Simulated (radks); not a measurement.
Results of a calculation; reference values are marked as such.
Question: All-electron atom: Hf19+ in [Kr] 4d10 4f7. Level of theory: Dirac Kohn-Sham, exchange-only PBE, spin-unpolarised, spherical densities, finite nucleus; open shells fill j = l - 1/2 first; Fermi nuclear charge, rms radius 5.347 fm (a radial shooting solver on a logarithmic mesh with Libxc functionals). Some entries of the table are withheld. Estimate them.

orbital  occ.  eigenvalue (eV)  <r> (bohr)  <r^2> (bohr^2)
1s1/2       2        -65675.64     0.01899       0.0004952
2s1/2       2        -11635.14     0.07978        0.007585
2p1/2       2        -11136.63     0.06612        0.005433
2p3/2       4        -9944.788     0.07385        0.006639
3s1/2       2        -3033.943      0.2080             (1)
3p1/2       2        -2812.645      0.1979         0.04563
3p3/2       4        -2556.849      0.2122         0.05224
3d3/2       4        -2181.553      0.1861         0.04070
3d5/2       6        -2125.794      0.1906         0.04251
4s1/2       2        -984.7920      0.4579          0.2364
4p1/2       2        -893.0672      0.4615          0.2419
4p3/2       4        -830.3562      0.4900          0.2722
4d3/2       4        -678.4290         (2)          0.2849
4d5/2       6        -666.2665         (3)          0.2948
4f5/2       6        -475.2643      0.5150          0.3102
4f7/2       1        -472.6343      0.5190          0.3148
5s1/2       0        -448.5169      0.9086          0.9180
5p1/2       0        -412.6927      0.9404          0.9864
5p3/2       0        -394.6518      0.9827           1.077

Answer: 
(1) 3s1/2 <r^2> (bohr^2): 0.04961
(2) 4d3/2 <r> (bohr): 0.4979
(3) 4d5/2 <r> (bohr): 0.5067
